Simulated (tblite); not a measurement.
Species: C8H9S (charge +1).
Z-matrix (Å and degrees, GFN2-xTB geometry), rows numbered from 1:
```
C 
C   1  1.3176
C   2  1.5178  1  123.74
C   3  1.4862  2  108.04  1  -118.23
C   4  1.3851  3  122.12  2    82.04
C   5  1.3841  4  124.25  3  -176.66
C   6  1.3977  5  123.07  4     0.69
C   7  1.3669  6  122.56  5    -0.17
S   8  1.6967  7  124.29  6    -0.46
H   1  1.0774  2  122.55  3     0.74
H   1  1.0763  2  121.20  3  -177.46
H   2  1.0810  1  121.45  3   178.86
H   3  1.0921  2  108.81  1   121.32
H   3  1.0905  2  109.18  1     2.06
H   5  1.0817  4  117.11  3     3.48
H   6  1.0800  5  118.58  4  -179.45
H   7  1.0807  6  118.93  5   179.76
H   8  1.0803  7  121.64  6   179.89
```

All values are computed: GFN2-xTB (tblite) harmonic vibrations without scaling, gas phase. Errors from tens to a few hundred cm⁻¹ against measured bands are possible. One conformer, not necessarily the lowest.

Harmonic wavenumbers (cm⁻¹): 25.8, 55.4, 112.5, 206.5, 269.5, 281.6, 373.6, 441.0, 462.5, 506.6, 587.1, 619.9, 705.8, 747.2, 787.1, 839.2, 864.7, 899.9, 910.9, 920.8, 933.1, 939.8, 1014.1, 1034.1, 1072.9, 1120.0, 1150.1, 1167.5, 1204.0, 1236.9, 1249.8, 1273.9, 1322.7, 1389.6, 1398.8, 1440.4, 1485.7, 1553.8, 1695.9, 2982.8, 3003.4, 3071.6, 3076.3, 3081.1, 3089.4, 3101.0, 3108.8, 3139.6.

A = 2827, B = 953.2, C = 781.1 MHz; mass 137.042 u (most abundant isotopes); point group C1, symmetry number 1.

Zero-point energy?

½Σν̃ = 30977 cm⁻¹ = 370.57 kJ/mol.

What is S at 350 K and 1 bar for an ideal gas of classical rigid rotors and harmonic oscillators?

Translation 173.55, rotation 125.07, vibration 127.94: S = 426.6 J/(mol K).

And Cp and H(350 K) − H(0)?

Cp = 171.28 J/(mol K), of which vibrations give 138.02 (their classical limit is 48 R = 399.1); H(350 K) − H(0) = 34.48 kJ/mol without the zero-point energy, 22.83 from vibrations.

What must be added to the electronic energy to get the Gibbs energy at 350 K and 1 bar?

ZPE + [H(350 K) − H(0)] − T·S = 370.57 + 34.48 − 149.30 = 255.75 kJ/mol.

Blend soft modes into free rotors: weight 1/[1 + (100 cm⁻¹/ν̃)⁴] for the oscillator and the rest for a rotor with moment μB/(μ + B), μ = h/(8π²ν), B = 10⁻⁴⁴ kg m². What vibrational entropy results?

113.17 J/(mol K) in place of 127.94, which changes −T·S at 350 K by +5.17 kJ/mol.

Hindered rotation and anharmonicity are outside this model. Other conformers, if any are populated, would add a mixing term that is left out. The structure is chiral; the term R ln 2 for an equal mix with its mirror image is left out.
